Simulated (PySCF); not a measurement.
## Assignment exercise: C$_{5}$H$_{10}$Si$_{2}$

Geometry (Å), atoms numbered from 1 in this order:
```xyz
17

C     3.101    1.519   -0.077
C     2.652    0.407   -0.183
Si    1.897   -1.277   -0.320
Si   -0.408   -1.135   -0.242
C    -1.221    0.037    1.042
C    -2.001    0.760   -0.071
C    -1.304    0.180   -1.316
H     3.505    2.486    0.013
H     2.404   -1.855   -1.573
H     2.462   -2.056    0.792
H    -1.102   -2.437   -0.297
H    -0.516    0.701    1.539
H    -1.857   -0.394    1.812
H    -1.939    1.846   -0.007
H    -3.054    0.481   -0.051
H    -0.633    0.904   -1.776
H    -1.994   -0.157   -2.086
```

Non-relativistic Hamiltonian, one computed conformer, in vacuum, one averaged value for each set of equivalent atoms. GIAO PBE0/pcSseg-1 shieldings; coordinates at the GFN2-xTB level; PySCF 2.14.

Chemical shifts δ = σref − σ; ¹³C and ¹H vs TMS, all at this level.

(1) Assign these signals to the numbered atoms. ¹³C{¹H} NMR (computed): δ 105.9, 83.5, 24.6, 10.2.

(2) Assign these signals to the numbered atoms. ¹H NMR (400 MHz, computed): δ 5.15 (m, 1H), 4.28 (m, 2H), 2.55 (m, 1H), 2.53 (m, 1H), 1.99 (t, 1H), 1.85 (m, 2H), 1.44 (m, 2H).

Answers

(1) 
| δ (ppm) | atoms | environment | reason |
| --- | --- | --- | --- |
| 105.9 | C1 | terminal alkyne carbon | – |
| 83.5 | C2 | alkyne carbon | the triple bond shields along its axis, which puts it between sp3 and sp2 carbons |
| 24.6 | C6 | sp3 CH2 in a ring | aliphatic region, no heteroatom directly attached |
| 10.2 | C5/C7 | sp3 CH2 bonded to Si | an electropositive neighbour leaves it electron-rich and shielded |

(2) 
| δ (ppm) | atoms | environment | reason |
| --- | --- | --- | --- |
| 5.15 | H11 | hydrogen on a silicon bonded to 2 C, Si, in a 4-membered ring | – |
| 4.28 | H9/H10 | hydrogen on a silicon bonded to C, Si | – |
| 2.55 | H15 | hydrogen on an sp3 CH2 in a ring | – |
| 2.53 | H14 | hydrogen on an sp3 CH2 in a ring | – |
| 1.99 | H8 | hydrogen on a terminal alkyne carbon | it lies on the axis of the triple bond, in its shielding cone |
| 1.85 | H12/H16 | hydrogen on an sp3 CH2 bonded to Si | – |
| 1.44 | H13/H17 | hydrogen on an sp3 CH2 bonded to Si | – |

H15 and H14 lie closer than the usual error of such a calculation, so a measured spectrum could show them in the other order.

Shifts are as computed. Against solution values, carbons near 30 ppm lie about +3 ppm off and those near 130 ppm about +5 ppm. Of 1211 compounds with measured shifts, 218 miss one by over three times the rms of a fit or turn the order of signals round; such compounds aren't used in these exercises. Multiplicities follow the n + 1 count of equivalent neighbours, as no J values were calculated; m marks all less simple cases, F and P coupling included.
